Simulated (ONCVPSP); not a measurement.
Pseudopotential generation for Hf: ONCV, LDA (Perdew-Wang 92), fully relativistic.

ONCVPSP 4.0.1 was run on this input:

```
# ATOM AND REFERENCE CONFIGURATION
# atsym  z   nc   nv     iexc    psfile
  Hf 72.00   12    2  -001012      upf
#
#   n    l    f
    1    0    2.00
    2    0    2.00
    2    1    6.00
    3    0    2.00
    3    1    6.00
    3    2   10.00
    4    0    2.00
    4    1    6.00
    4    2   10.00
    4    3   14.00
    5    0    2.00
    5    1    6.00
    5    2    3.00
    6    0    1.00
#
# PSEUDOPOTENTIAL AND OPTIMIZATION
# lmax
    2
#
#   l,   rc,      ep,       ncon, nbas, qcut
    0    3.05    0.00    4    7    2.40
    1    3.10    0.11    3    8    2.20
    2    2.90    0.00    5   10    5.30
#
# LOCAL POTENTIAL
# lloc, lpopt,  rc(5),   dvloc0
    4    5    1.95    2.00
#
# VANDERBILT-KLEINMAN-BYLANDER PROJECTORs
# l, nproj, debl
    0    2    3.80
    1    2    3.70
    2    2    0.50
#
# MODEL CORE CHARGE
# icmod, fcfact, rcfact
    0    0.00    0.00
#
# LOG DERIVATIVE ANALYSIS
# epsh1, epsh2, depsh
   -2.00    5.00    0.02
#
# OUTPUT GRID
# rlmax, drl
    6.00    0.01
#
# TEST CONFIGURATIONS
# ncnf
    4
# nvcnf
#   n    l    f
    2
    5    2    2.00
    6    0    2.00
#
    2
    5    2    2.00
    6    0    1.00
#
    2
    5    2    2.00
    6    0    0.00
#
    3
    5    2    1.00
    6    0    2.00
    6    1    1.00
#
```

Command:

```bash
oncvpspr.x < Hf.dat > Hf.out
```

Resulting log (shortened: citation, most of the input echo, consistency checks and plot data are left out):

```
ONCVPSP  (Optimized Norm-Conservinng Vanderbilt PSeudopotential)
relativistic version 4.0.1

#   n    l    f        energy (Ha)
    1    0    2.00    -2.3939932D+03
    2    0    2.00    -4.0915632D+02
    2    1    6.00    -3.4712784D+02    -3.9088275D+02
    3    0    2.00    -9.3163756D+01
    3    1    6.00    -7.5674814D+01    -8.5048815D+01
    3    2   10.00    -5.9851739D+01    -6.1897820D+01
    4    0    2.00    -1.8703795D+01
    4    1    6.00    -1.3226908D+01    -1.5380691D+01
    4    2   10.00    -7.3623369D+00    -7.7567921D+00
    4    3   14.00    -5.4508107D-01    -6.0927787D-01
    5    0    2.00    -2.4117425D+00
    5    1    6.00    -1.1842199D+00    -1.4703854D+00
    5    2    3.00    -7.3660122D-02    -8.8520703D-02
    6    0    1.00    -1.8044311D-01

Reference configufation results
  iterations    31
  all-electron total energy (Ha)   -1.50885437D+04

Begin loop to  construct optimized pseudo wave functions
and semi-local pseudopoentials for all angular momenta

   Wellstate for l =  0  n = 10 kap= -1
     eigenvalue =   3.6196
     asymptotic potential =   4.1196
     half-point radius =  5.5355

Calculating optimized projector #   1

 for l=   0

    Fraction of norm inside rc  0.401321
    Optimizing pswf for qcut=   2.40 a_B^-1,  ecut=   2.89 Ha
    Residual kinetic energy error=  5.32D-04 Ha

    Energy error per electron        Cutoff
         Ha          eV             Ha
         0.01000     0.27211        1.57
         0.00100     0.02721        2.63
         0.00010     0.00272        8.14
         0.00001     0.00027       12.40

Calculating optimized projector #   2

 for l=   0

    Fraction of norm inside rc  0.146555
    Optimizing pswf for qcut=   2.40 a_B^-1,  ecut=   2.89 Ha
    Residual kinetic energy error=  4.29D-01 Ha

    Energy error per electron        Cutoff
         Ha          eV             Ha
         0.01000     0.27211       15.56
         0.00100     0.02721       18.84
         0.00010     0.00272       22.69
         0.00001     0.00027       32.29

WARNING wellstate: moderately localized bound state found for n= 6 l=  1
WARNING scattering state with energy  0.05000000
WARNING will be used for the first projector

   Wellstate for l =  1  n =  6 kap= -2
     eigenvalue =   0.0500
     asymptotic potential =   0.5500
     half-point radius =  5.4734

   Wellstate for l =  1  n = 10 kap= -2
     eigenvalue =   3.7500
     asymptotic potential =   4.2500
     half-point radius =  5.6972

Calculating optimized projector #   1

 for l=   1

    Fraction of norm inside rc  0.287964
    Optimizing pswf for qcut=   2.20 a_B^-1,  ecut=   2.42 Ha
    Residual kinetic energy error=  1.75D-04 Ha

    Energy error per electron        Cutoff
         Ha          eV             Ha
         0.01000     0.27211        1.03
         0.00100     0.02721        1.94
         0.00010     0.00272        2.86
         0.00001     0.00027        9.25

Calculating optimized projector #   2

 for l=   1

    Fraction of norm inside rc  0.152982
    Optimizing pswf for qcut=   2.20 a_B^-1,  ecut=   2.42 Ha
    Residual kinetic energy error=  7.78D-01 Ha

    Energy error per electron        Cutoff
         Ha          eV             Ha
         0.01000     0.27211        9.70
         0.00100     0.02721       28.93
         0.00010     0.00272       47.91
         0.00001     0.00027       97.18

   Wellstate for l =  1  n =  6 kap=  1
     eigenvalue =   0.1100

   Wellstate for l =  1  n = 10 kap=  1
     eigenvalue =   3.7179

Calculating optimized projector #   1

 for l=   1

    Fraction of norm inside rc  0.346445
    Optimizing pswf for qcut=   2.20 a_B^-1,  ecut=   2.42 Ha
    Residual kinetic energy error=  4.97D-04 Ha

    Energy error per electron        Cutoff
         Ha          eV             Ha
         0.01000     0.27211        0.93
         0.00100     0.02721        2.18
         0.00010     0.00272        8.24
         0.00001     0.00027       23.16

Calculating optimized projector #   2

 for l=   1

    Fraction of norm inside rc  0.159677
    Optimizing pswf for qcut=   2.20 a_B^-1,  ecut=   2.42 Ha
    Residual kinetic energy error=  8.75D-01 Ha

    Energy error per electron        Cutoff
         Ha          eV             Ha
         0.01000     0.27211        9.33
         0.00100     0.02721       28.88
         0.00010     0.00272       48.28
         0.00001     0.00027       99.27

   Wellstate for l =  2  n =  6 kap= -3
     eigenvalue =   0.4263
     asymptotic potential =   0.9263
     half-point radius =  5.4184

Calculating optimized projector #   1

 for l=   2

    Fraction of norm inside rc  0.640972
    Optimizing pswf for qcut=   5.30 a_B^-1,  ecut=  14.04 Ha
    Residual kinetic energy error=  1.18D-06 Ha

    Energy error per electron        Cutoff
         Ha          eV             Ha
         0.01000     0.27211        7.05
         0.00100     0.02721        9.39
         0.00010     0.00272       11.20
         0.00001     0.00027       12.94

Calculating optimized projector #   2

 for l=   2

    Fraction of norm inside rc  0.226271
    Optimizing pswf for qcut=   5.30 a_B^-1,  ecut=  14.04 Ha
    Residual kinetic energy error=  3.00D-06 Ha

    Energy error per electron        Cutoff
         Ha          eV             Ha
         0.01000     0.27211        7.37
         0.00100     0.02721        9.86
         0.00010     0.00272       11.72
         0.00001     0.00027       13.56

   Wellstate for l =  2  n =  6 kap=  2
     eigenvalue =   0.4115

Calculating optimized projector #   1

 for l=   2

    Fraction of norm inside rc  0.685334
    Optimizing pswf for qcut=   5.30 a_B^-1,  ecut=  14.04 Ha
    Residual kinetic energy error=  1.68D-06 Ha

    Energy error per electron        Cutoff
         Ha          eV             Ha
         0.01000     0.27211        7.36
         0.00100     0.02721        9.69
         0.00010     0.00272       11.42
         0.00001     0.00027       13.22

Calculating optimized projector #   2

 for l=   2

    Fraction of norm inside rc  0.218144
    Optimizing pswf for qcut=   5.30 a_B^-1,  ecut=  14.04 Ha
    Residual kinetic energy error=  3.87D-06 Ha

    Energy error per electron        Cutoff
         Ha          eV             Ha
         0.01000     0.27211        7.56
         0.00100     0.02721       10.06
         0.00010     0.00272       11.88
         0.00001     0.00027       13.75

Construct Vanderbilt / Kleinmman-Bylander projectors

B matrix Hermiticity error, ll=  0  kap= -1
   1   2   -9.9494D-05

  Orthonormal projector coefficients  6.0990E+00  9.6262E-01

B matrix Hermiticity error, ll=  1  kap= -2
   1   2   -9.5937D-05

  Orthonormal projector coefficients  3.5852E+00  6.5917E-01

B matrix Hermiticity error, ll=  1  kap=  1
   1   2   -9.4537D-05

  Orthonormal projector coefficients  3.3670E+00  7.3887E-01

B matrix Hermiticity error, ll=  2  kap= -3
   1   2    3.2346D-05

  Orthonormal projector coefficients -1.2805E+00 -2.2034E-01

B matrix Hermiticity error, ll=  2  kap=  2
   1   2    3.4241D-05

  Orthonormal projector coefficients -1.3874E+00 -2.5269E-01

 Orthonormal scalar projector coefficients, l =  1
  3.5044E+00  6.8294E-01  9.0014E-03  1.8290E-03

 Orthonormal spin-orbit projector coefficients, l =  1
  2.8764E-01 -2.3502E-01  7.2042E-02 -3.2363E-02

 Orthonormal scalar projector coefficients, l =  2
 -1.3232E+00 -2.3331E-01 -5.0085E-05 -1.1632E-05

 Orthonormal spin-orbit projector coefficients, l =  2
  4.4686E-02  1.1843E-02 -5.4296E-04 -2.7818E-04

Pseudoatom total energy   -2.695531

Diagnostic tests using Vanderbilt-Kleinman-Bylander pseudopotentials
  relativistic with J = L +/- 1/2 projectors

   l  kap   rcore       rmatch      e in        delta e    norm test   slope test

   0  -1   3.0510662   3.1437032  -0.1804431  -0.0000003   1.0000053   1.0000135
   0  -1   3.0510662   3.1437032   3.6195569   0.0000065   1.0000433   1.0000433

   1  -2   3.1063156   3.2006300   0.0500000  -0.0000259   1.0000757   1.0000757
   1   1   3.1063156   3.2006300   0.0178984   0.0000540   1.0000712   1.0000712
   1  -2   3.1063156   3.2006300   3.7500000   0.0005597   1.0012050   1.0012050
   1   1   3.1063156   3.2006300   3.7080328   0.0004420   1.0005191   1.0005191

   2  -3   2.9084914   2.9967995  -0.0736601  -0.0000005   1.0000373   1.0000430
   2   2   2.9084914   2.9967995  -0.0885207   0.0000003   1.0000436   1.0000370
   2  -3   2.9084914   2.9967995   0.4263399   0.0000004   1.0001170   1.0001170
   2   2   2.9084914   2.9967995   0.4150330   0.0000008   1.0001181   1.0001181

Diagnostic tests using Vanderbilt-Kleinman-Bylander pseudopotentials
  relativistic with scalar and spin-orbit non-local projectors

   l  kap   rcore       rmatch      e in        delta e    norm test   slope test

   0  -1   3.0510662   3.1437032  -0.1804431  -0.0000003   1.0000053   1.0000135
   0  -1   3.0510662   3.1437032   3.6195569   0.0000065   1.0000433   1.0000433

   1  -2   3.1063156   3.2006300   0.0500000  -0.0000765   1.0000640   1.0000640
   1   1   3.1063156   3.2006300   0.0178984   0.0000067   1.0000566   1.0000566
   1  -2   3.1063156   3.2006300   3.7500000   0.0004871   1.0026840   1.0026840
   1   1   3.1063156   3.2006300   3.7080328   0.0003638   1.0008264   1.0008264

   2  -3   2.9084914   2.9967995  -0.0736601  -0.0000000   1.0000373   1.0000480
   2   2   2.9084914   2.9967995  -0.0885207   0.0000008   1.0000435   1.0000411
   2  -3   2.9084914   2.9967995   0.4263399   0.0000011   1.0001169   1.0001169
   2   2   2.9084914   2.9967995   0.4150330   0.0000015   1.0001180   1.0001180

Ghost test for J = L + 1/2

 Testing for bound ghosts
   n   l    E NL Schr. Eq   E Basis Diag.   E Cutoff

   1   0       -0.180443       -0.179445     20.07

   2   1       -0.046662       -0.035078     31.15

   3   2       -0.073661       -0.072271     65.51

 Testing for highly-localized positive-energy ghosts
       l    <radius>/rc     E Basis Diag.   E Cutoff

       0        0.469069        2.875012     20.07  WARNING - GHOST(+)

       1        0.309521        3.811190     31.15  WARNING - GHOST(+)

Ghost test for J = L - 1/2

 Testing for bound ghosts
   n   l    E NL Schr. Eq   E Basis Diag.   E Cutoff

   1   0       -0.180443       -0.179445     20.07

   2   1       -0.059730       -0.051903     31.15

   3   2       -0.088520       -0.087575     65.51

 Testing for highly-localized positive-energy ghosts
       l    <radius>/rc     E Basis Diag.   E Cutoff

       0        0.469069        2.875012     20.07  WARNING - GHOST(+)

       1        0.372397        3.987905     31.15  WARNING - GHOST(+)

Test configuration 0

   n   l kap    f        eae           eps        diff
   1   0  -1  2.0000-2393.99315908
   2   0  -1  2.0000 -409.15631906
   2   1  -2  4.0000 -347.12784294
   2   1   1  2.0000 -390.88274852
   3   0  -1  2.0000  -93.16375614
   3   1  -2  4.0000  -75.67481368
   3   1   1  2.0000  -85.04881478
   3   2  -3  6.0000  -59.85173921
   3   2   2  4.0000  -61.89781978
   4   0  -1  2.0000  -18.70379544
   4   1  -2  4.0000  -13.22690839
   4   1   1  2.0000  -15.38069096
   4   2  -3  6.0000   -7.36233687
   4   2   2  4.0000   -7.75679206
   4   3  -4  8.0000   -0.54508107
   4   3   3  6.0000   -0.60927787
   5   0  -1  2.0000   -2.41174247
   5   1  -2  4.0000   -1.18421988
   5   1   1  2.0000   -1.47038535
   5   2  -3  1.8000   -0.07366012   -0.07366067   -5.50E-07
   5   2   2  1.2000   -0.08852070   -0.08852044    2.60E-07
   6   0  -1  1.0000   -0.18044311   -0.18044345   -3.42E-07

    Total energies and differences
      AE_ref= -1.50885437E+04  AE_tst= -1.50885437E+04  dif=  0.00E+00
      PS_ref= -2.69553059E+00  PS_tst= -2.69553059E+00  dif=  1.78E-15
      PSP excitation error= -1.78E-15

Test configuration 1

   n   l kap    f        eae           eps        diff
   1   0  -1  2.0000-2394.04033130
   2   0  -1  2.0000 -409.20662421
   2   1  -2  4.0000 -347.17808568
   2   1   1  2.0000 -390.93279722
   3   0  -1  2.0000  -93.21332458
   3   1  -2  4.0000  -75.72438100
   3   1   1  2.0000  -85.09840455
   3   2  -3  6.0000  -59.90158579
   3   2   2  4.0000  -61.94769091
   4   0  -1  2.0000  -18.75375587
   4   1  -2  4.0000  -13.27708186
   4   1   1  2.0000  -15.43070626
   4   2  -3  6.0000   -7.41280676
   4   2   2  4.0000   -7.80719653
   4   3  -4  8.0000   -0.59563865
   4   3   3  6.0000   -0.65985873
   5   0  -1  2.0000   -2.46298191
   5   1  -2  4.0000   -1.23114727
   5   1   1  2.0000   -1.51941312
   5   2  -3  1.2000   -0.09912953   -0.09859151    5.38E-04
   5   2   2  0.8000   -0.11587225   -0.11512490    7.47E-04
   6   0  -1  2.0000   -0.19338672   -0.19402842   -6.42E-04

    Total energies and differences
      AE_ref= -1.50885437E+04  AE_tst= -1.50886383E+04  dif= -9.47E-02
      PS_ref= -2.69553059E+00  PS_tst= -2.79068552E+00  dif= -9.52E-02
      PSP excitation error=  4.97E-04

Test configuration 2

   n   l kap    f        eae           eps        diff
   1   0  -1  2.0000-2394.30064884
   2   0  -1  2.0000 -409.46515261
   2   1  -2  4.0000 -347.43665876
   2   1   1  2.0000 -391.19149696
   3   0  -1  2.0000  -93.47168861
   3   1  -2  4.0000  -75.98274456
   3   1   1  2.0000  -85.35678385
   3   2  -3  6.0000  -60.15987614
   3   2   2  4.0000  -62.20598189
   4   0  -1  2.0000  -19.01217344
   4   1  -2  4.0000  -13.53549672
   4   1   1  2.0000  -15.68911870
   4   2  -3  6.0000   -7.67115921
   4   2   2  4.0000   -8.06555453
   4   3  -4  8.0000   -0.85385756
   4   3   3  6.0000   -0.91808917
   5   0  -1  2.0000   -2.72107637
   5   1  -2  4.0000   -1.48914950
   5   1   1  2.0000   -1.77753853
   5   2  -3  1.2000   -0.34095214   -0.33971388    1.24E-03
   5   2   2  0.8000   -0.35991131   -0.35860944    1.30E-03
   6   0  -1  1.0000   -0.41344958   -0.41276763    6.82E-04

    Total energies and differences
      AE_ref= -1.50885437E+04  AE_tst= -1.50883373E+04  dif=  2.06E-01
      PS_ref= -2.69553059E+00  PS_tst= -2.48952314E+00  dif=  2.06E-01
      PSP excitation error=  3.91E-04

Test configuration 3

   n   l kap    f        eae           eps        diff
   1   0  -1  2.0000-2394.60498199
   2   0  -1  2.0000 -409.76696107
   2   1  -2  4.0000 -347.73853979
   2   1   1  2.0000 -391.49356938
   3   0  -1  2.0000  -93.77282346
   3   1  -2  4.0000  -76.28387681
   3   1   1  2.0000  -85.65796263
   3   2  -3  6.0000  -60.46097174
   3   2   2  4.0000  -62.50708991
   4   0  -1  2.0000  -19.31344904
   4   1  -2  4.0000  -13.83682106
   4   1   1  2.0000  -15.99039960
   4   2  -3  6.0000   -7.97244135
   4   2   2  4.0000   -8.36683155
   4   3  -4  8.0000   -1.15482345
   4   3   3  6.0000   -1.21908784
   5   0  -1  2.0000   -3.02166146
   5   1  -2  4.0000   -1.78814010
   5   1   1  2.0000   -2.07742392
   5   2  -3  1.2000   -0.61656465   -0.61237832    4.19E-03
   5   2   2  0.8000   -0.63798549   -0.63397164    4.01E-03
   6   0  -1  0.0000   -0.65360801   -0.65360801    0.00E+00

    Total energies and differences
      AE_ref= -1.50885437E+04  AE_tst= -1.50878046E+04  dif=  7.39E-01
      PS_ref= -2.69553059E+00  PS_tst= -1.95929928E+00  dif=  7.36E-01
      PSP excitation error=  2.82E-03

Test configuration 4

   n   l kap    f        eae           eps        diff
   1   0  -1  2.0000-2394.16403249
   2   0  -1  2.0000 -409.33343187
   2   1  -2  4.0000 -347.30480753
   2   1   1  2.0000 -391.05933364
   3   0  -1  2.0000  -93.33867306
   3   1  -2  4.0000  -75.84971793
   3   1   1  2.0000  -85.22380434
   3   2  -3  6.0000  -60.02732264
   3   2   2  4.0000  -62.07347122
   4   0  -1  2.0000  -18.87962561
   4   1  -2  4.0000  -13.40324378
   4   1   1  2.0000  -15.55664664
   4   2  -3  6.0000   -7.53932264
   4   2   2  4.0000   -7.93362889
   4   3  -4  8.0000   -0.72195472
   4   3   3  6.0000   -0.78623004
   5   0  -1  2.0000   -2.58941234
   5   1  -2  4.0000   -1.35083579
   5   1   1  2.0000   -1.64241125
   5   2  -3  0.6000   -0.18282323   -0.17815686    4.67E-03
   5   2   2  0.4000   -0.20283773   -0.19750245    5.34E-03
   6   0  -1  2.0000   -0.24669370   -0.24734175   -6.48E-04
   6   1  -2  0.6667   -0.08150184   -0.08113773    3.64E-04
   6   1   1  0.3333   -0.10099452   -0.10126108   -2.67E-04

    Total energies and differences
      AE_ref= -1.50885437E+04  AE_tst= -1.50885628E+04  dif= -1.91E-02
      PS_ref= -2.69553059E+00  PS_tst= -2.71725779E+00  dif= -2.17E-02
      PSP excitation error=  2.66E-03
```

The run took about 6.9 s on one core of a shared server CPU.
